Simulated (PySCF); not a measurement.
Continuum solvent and chemical shifts

Bonds (- single, = double, # triple, : aromatic): C1-C2, C2=O3, C2-C4, C4:N5, N5:C6, C6:S7, S7:N8, N8:C4. C1 carries H9, H10, H11; C6 carries H12.

GIAO PBE0/pcSseg-1 in PySCF 2.14 on one PBE0-D3(BJ)/def2-SVP conformer, non-relativistic, equivalent nuclei averaged. Solvents enter as an IEF-PCM continuum (chloroform with ε = 4.7, water with ε = 78.4) around the gas-phase geometry. Shifts are referred to TMS, CS2 computed in the same medium.

In chloroform, δ in ppm: C2 196.4, C6 183.9, C4 173.9, C1 33.8, S7 466.0, H12 9.78, H9/H10/H11 2.97. Dipole moment 5.45 D.

**Question.** How does each δ change in the more polar medium?

**Answer.** 
```tsv
atoms	environment	Δδ, water
C2	ketone carbonyl carbon	+2.0
C6	aromatic CH between two ring heteroatoms	+2.0
C4	substituted aromatic carbon next to a ring nitrogen	+0.5
C1	methyl carbon α to a carbonyl	+0.4
S7	aromatic ring sulfur	+2.8
H12	hydrogen on an aromatic CH between two ring heteroatoms	+0.16
H9/H10/H11	hydrogen on a methyl carbon α to a carbonyl	+0.05
```

Changes are relative to chloroform. The dipole moment becomes 5.95 D in water.

**Question.** Which nuclei move most (in ppm), and what does the model miss?

**Answer.** S7 (aromatic ring sulfur, +2.8 ppm) in water. A continuum only polarises the solute; specific hydrogen bonds, the anisotropy of aromatic solvents and changes of geometry or conformer are outside it.
